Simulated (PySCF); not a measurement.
Run record: excited-state job, `[CH3][Sn][CH3]` (SnMe2).

Method: TDDFT CAM-B3LYP/def2-SVPD, vertical, gas phase, core orbitals frozen in the response, def2 core potentials past Kr (PySCF 2.14.0, density-fitted response routines). Geometry: PBE0-D3(BJ)/def2-SVP. A driver script takes a list of jobs; this job's settings line and coordinates (Å) are shown.

Input:
```
{"job": {"kind": "uv", "xc": "CAM-B3LYP", "basis": "def2-SVPD", "ip": true, "nstates": 10}, "charge": 0, "multiplicity": 1}
Sn     0.003266     0.016151    -1.548027
C      1.592017    -0.013362    -0.018404
H      1.489253    -0.922382     0.599202
H      1.473186     0.850658     0.657723
H      2.603036     0.008605    -0.450329
C     -1.591909     0.012105    -0.024826
H     -1.505471     0.921998     0.594307
H     -1.462394    -0.850624     0.650754
H     -2.600994    -0.023149    -0.460390
```

Question: What does the run print?

Answer: 
```
coarse grid: 33224 points
cycle   1  E = -292.4600431609  dE = -2.181e+01  |g| = 2.505e+00  |ddm| = 9.787e+00
cycle   2  E = -291.8745422522  dE =  5.855e-01  |g| = 2.648e+00  |ddm| = 4.171e+01
cycle   3  E = -293.9307971295  dE = -2.056e+00  |g| = 2.735e-01  |ddm| = 4.082e+01
cycle   4  E = -293.9630787813  dE = -3.228e-02  |g| = 1.267e-01  |ddm| = 7.610e-01
cycle   5  E = -293.9674894932  dE = -4.411e-03  |g| = 4.200e-02  |ddm| = 2.032e-01
cycle   6  E = -293.9679884285  dE = -4.989e-04  |g| = 6.784e-03  |ddm| = 7.552e-02
cycle   7  E = -293.9680098031  dE = -2.137e-05  |g| = 1.367e-03  |ddm| = 2.298e-02
cycle   8  E = -293.9680110547  dE = -1.252e-06  |g| = 2.000e-04  |ddm| = 5.681e-03
final grid: 68696 points
cycle   9  E = -293.9679714894  dE = -4.235e-08  |g| = 9.148e-05  |ddm| = 1.587e-03
cycle  10  E = -293.9679714923  dE = -2.890e-09  |g| = 7.608e-05  |ddm| = 2.967e-04
cycle  11  E = -293.9679714939  dE = -1.592e-09  |g| = 1.388e-05  |ddm| = 9.191e-05
cycle  12  E = -293.9679714940  dE = -1.295e-10  |g| = 4.155e-06  |ddm| = 4.619e-05
converged SCF energy = -293.9679714940

Static polarisability (au): isotropic 73.936, principal 59.022 78.999 83.787

Singlet excitations
state   eV       nm        f      main configurations
  1   2.3922    518.3   0.02181   H->L 0.99
  2   3.7311    332.3   0.00000   H-1->L 0.99
  3   5.6066    221.1   0.28964   H->L+1 0.96
  4   5.6773    218.4   0.00123   H->L+2 0.98
  5   6.1039    203.1   0.35861   H->L+3 0.93
  6   6.9190    179.2   0.01316   H-1->L+2 0.78, H-1->L+3 0.12
  7   6.9505    178.4   0.20094   H-1->L+1 0.69, H->L+4 0.23
  8   7.3189    169.4   0.01939   H->L+4 0.63, H-1->L+1 0.20, H->L+7 0.13
  9   7.3430    168.8   0.00370   H->L+7 0.81, H->L+4 0.10
 10   7.4321    166.8   0.00375   H->L+6 0.58, H->L+5 0.39

Triplet excitations (Tamm-Dancoff, eV): 1.4753 3.4279 4.5488 5.3336
Vertical ionisation energy (delta-SCF) = 8.0869 eV
Vertical electron affinity (delta-SCF) = 0.6109 eV
```

The SCF starts on a coarse grid where the log names one; the energy can jump when the final grid takes over, and dE then counts from the start density on the new grid. H and L stand for HOMO and LUMO; the number after each pair is its weight.

Question: Give the mean polarisability as a volume in Å³, and the ratio of the largest to the smallest principal value.

Answer: 73.936 au × 0.148185 = 10.96 Å³; 83.787/59.022 = 1.42.

Summary of the converged run: HOMO -7.18 eV, LUMO -1.40 eV; lowest singlet 2.39 eV; lowest triplet 1.48 eV (Tamm–Dancoff); mean polarisability 73.9 au.

Atoms past krypton carry effective core potentials; spin–orbit coupling is left out.

The run took 22 s of wall time on one thread, Arm Neoverse V2 (shared host).
Labels such as C1 count atoms from 1, the log's own numbers from 0.
